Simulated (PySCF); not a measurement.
CClF₂, SMILES F[C](F)Cl (connectivity only; charge and spin as stated), charge +1, multiplicity 1.

Geometry optimised at PBE0-D3(BJ)/def2-TZVP. The multiplicity is an assumed one; other spin states were not compared. The isomer is the one that the SMILES or the coordinates give; other isomers of the formula were not compared.

Method: PBE0/def2-TZVPD (PySCF).

The molecule is in vacuum.

Computed frontier levels, gap, dipole moment and polarisability:
```
Item                                                              Result
------------------------------------------------  ----------------------
highest occupied level                                         -17.78 eV
lowest empty level                                             -10.23 eV
orbital gap                                                      7.55 eV
dipole moment about the centre of nuclear charge                  0.74 D
mean static polarisability                          24.2 bohr³ (3.59 Å³)
polarisability, principal values                  17.5, 22.9, 32.3 bohr³
```
